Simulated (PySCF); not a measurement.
A calculated (BP86, PySCF 2.14, aug-cc-pVTZ-X2C, scalar relativity by spin-free X2C-1e) atom or ion has these occupied shells.

```json
{"shell": "1s β", "electrons": "1", "orbital energy (eV)": "-15020.5", "rms radius, mean of both spins (bohr)": "0.0464"}
{"shell": "1s α", "electrons": "1", "orbital energy (eV)": "-15020.5", "rms radius, mean of both spins (bohr)": "0.0464"}
{"shell": "2s α", "electrons": "1", "orbital energy (eV)": "-2008.0", "rms radius, mean of both spins (bohr)": "0.193"}
{"shell": "2s β", "electrons": "1", "orbital energy (eV)": "-2008.0", "rms radius, mean of both spins (bohr)": "0.193"}
{"shell": "2p α", "electrons": "3", "orbital energy (eV)": "-1780.5", "rms radius, mean of both spins (bohr)": "0.171"}
{"shell": "2p β", "electrons": "3", "orbital energy (eV)": "-1780.5", "rms radius, mean of both spins (bohr)": "0.171"}
{"shell": "3s α", "electrons": "1", "orbital energy (eV)": "-298.75", "rms radius, mean of both spins (bohr)": "0.547"}
{"shell": "3s β", "electrons": "1", "orbital energy (eV)": "-298.75", "rms radius, mean of both spins (bohr)": "0.547"}
{"shell": "3p α", "electrons": "3", "orbital energy (eV)": "-225.76", "rms radius, mean of both spins (bohr)": "0.560"}
{"shell": "3p β", "electrons": "3", "orbital energy (eV)": "-225.76", "rms radius, mean of both spins (bohr)": "0.560"}
{"shell": "3d α", "electrons": "5", "orbital energy (eV)": "-105.00", "rms radius, mean of both spins (bohr)": "0.580"}
{"shell": "3d β", "electrons": "5", "orbital energy (eV)": "-104.99", "rms radius, mean of both spins (bohr)": "0.580"}
{"shell": "4s α", "electrons": "1", "orbital energy (eV)": "-33.012", "rms radius, mean of both spins (bohr)": "1.56"}
{"shell": "4s β", "electrons": "1", "orbital energy (eV)": "-32.965", "rms radius, mean of both spins (bohr)": "1.56"}
{"shell": "4p α", "electrons": "3", "orbital energy (eV)": "-17.080", "rms radius, mean of both spins (bohr)": "1.86"}
{"shell": "4p β", "electrons": "3", "orbital energy (eV)": "-17.006", "rms radius, mean of both spins (bohr)": "1.86"}
{"shell": "4d α", "electrons": "1", "orbital energy (eV)": "-1.037", "rms radius, mean of both spins (bohr)": "7.97"}
```

Problem. Name the element and its charge.

Solution. Rb (rubidium, neutral), in [Kr] 4d1, 2D determinant (an excited configuration).
